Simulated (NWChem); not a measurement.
# SiH$_{3}$TeCl; SMILES [SiH3][Te]Cl

Computed with NWChem. The geometry was optimised at PBE0/def2-SVP (def2 core potentials past Kr). B3LYP is NWChem's, with the RPA form of VWN correlation.

Question: What does the run give for B3LYP/STO-3G (all-electron, non-relativistic)? Quantities: highest occupied level (eV); orbital gap (eV); dipole (D).

Answer: 
```json
{
 "highest occupied level (eV)": "-4.17",
 "orbital gap (eV)": "4.29",
 "dipole (D)": "3.09"
}
```
